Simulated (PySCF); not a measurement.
## `CB(C)C(=C=CC#N)C#N`, C$_{7}$H$_{7}$BN$_{2}$

Molfile (atoms numbered from 1):
```
C7H7BN2
     RDKit          3D

 17 16  0  0  0  0  0  0  0  0999 V2000
   -2.4531    0.2286   -0.3319 C   0  0  0  0  0  0  0  0  0  0  0  0
   -0.9112   -0.0348   -0.4506 B   0  0  0  0  0  0  0  0  0  0  0  0
   -0.2909   -0.9546   -1.5611 C   0  0  0  0  0  0  0  0  0  0  0  0
    0.0337    0.6448    0.6131 C   0  0  0  0  0  0  0  0  0  0  0  0
    1.3336    0.4993    0.6030 C   0  0  0  0  0  0  0  0  0  0  0  0
    2.6205    0.2989    0.5456 C   0  0  0  0  0  0  0  0  0  0  0  0
    3.2333   -0.7944    1.1918 C   0  0  0  0  0  0  0  0  0  0  0  0
    3.7443   -1.6846    1.7003 N   0  0  0  0  0  0  0  0  0  0  0  0
   -0.5485    1.4450    1.6272 C   0  0  0  0  0  0  0  0  0  0  0  0
   -1.0539    2.0920    2.4262 N   0  0  0  0  0  0  0  0  0  0  0  0
   -3.0565   -0.3688   -1.0106 H   0  0  0  0  0  0  0  0  0  0  0  0
   -2.8180    0.0616    0.6815 H   0  0  0  0  0  0  0  0  0  0  0  0
   -2.6688    1.2780   -0.5411 H   0  0  0  0  0  0  0  0  0  0  0  0
   -0.4305   -1.9966   -1.2667 H   0  0  0  0  0  0  0  0  0  0  0  0
   -0.7998   -0.8485   -2.5173 H   0  0  0  0  0  0  0  0  0  0  0  0
    0.7760   -0.8172   -1.7239 H   0  0  0  0  0  0  0  0  0  0  0  0
    3.2830    0.9632    0.0048 H   0  0  0  0  0  0  0  0  0  0  0  0
  1  2  1  0
  2  3  1  0
  2  4  1  0
  4  5  2  0
  5  6  2  0
  6  7  1  0
  7  8  3  0
  4  9  1  0
  9 10  3  0
  1 11  1  0
  1 12  1  0
  1 13  1  0
  3 14  1  0
  3 15  1  0
  3 16  1  0
  6 17  1  0
M  END
```

Theory: TDDFT PBE0/def2-SVPD circular dichroism and optical rotation, one conformer, gas phase (PySCF 2.14.0). Geometry: GFN2-xTB.

No stereocentre is labelled: unless the shape is locked (an allene, a helicene, a hindered biaryl), the mirror image is equally populated and a measured rotation or CD is zero.

Question: Draw the ECD and absorption spectra from the lowest 16 states, each a Gaussian of half-width 0.25 eV at 1/e height.

Answer: 
| E (eV) | λ (nm) | Δε (L mol⁻¹ cm⁻¹) | ε (L mol⁻¹ cm⁻¹) |
| --- | --- | --- | --- |
| 3.91 | 317 | -0.01 | 0.0949 |
| 4.01 | 309 | -0.03 | 0.401 |
| 4.11 | 302 | -0.09 | 1.23 |
| 4.21 | 294 | -0.20 | 2.73 |
| 4.31 | 288 | -0.33 | 4.42 |
| 4.41 | 281 | -0.39 | 5.18 |
| 4.51 | 275 | -0.33 | 4.42 |
| 4.61 | 269 | -0.20 | 2.75 |
| 4.71 | 263 | -0.09 | 1.53 |
| 4.81 | 258 | +0.01 | 3.71 |
| 4.91 | 252 | +0.21 | 26.9 |
| 5.01 | 247 | +0.96 | 161 |
| 5.11 | 243 | +3.01 | 722 |
| 5.21 | 238 | +6.50 | 2390 |
| 5.31 | 233 | +9.32 | 5810 |
| 5.41 | 229 | +7.85 | 10400 |
| 5.51 | 225 | +1.65 | 13700 |
| 5.61 | 221 | -4.53 | 13200 |
| 5.71 | 217 | -6.42 | 9590 |
| 5.81 | 213 | -5.05 | 6370 |
| 5.91 | 210 | -4.27 | 7140 |
| 6.01 | 206 | -6.41 | 13300 |
| 6.11 | 203 | -11.12 | 22500 |
| 6.21 | 200 | -16.17 | 29100 |
| 6.31 | 196 | -19.05 | 28700 |
| 6.41 | 193 | -18.45 | 22700 |
| 6.51 | 190 | -15.03 | 15700 |
| 6.61 | 188 | -11.12 | 10500 |
| 6.71 | 185 | -9.29 | 7210 |
| 6.81 | 182 | -11.32 | 5360 |
| 6.91 | 179 | -17.75 | 4950 |
| 7.01 | 177 | -25.17 | 6210 |
| 7.11 | 174 | -25.02 | 8700 |

Δε uses R in velocity form, ε uses f in length form. Only the states computed contribute, so the short-wavelength end is incomplete.
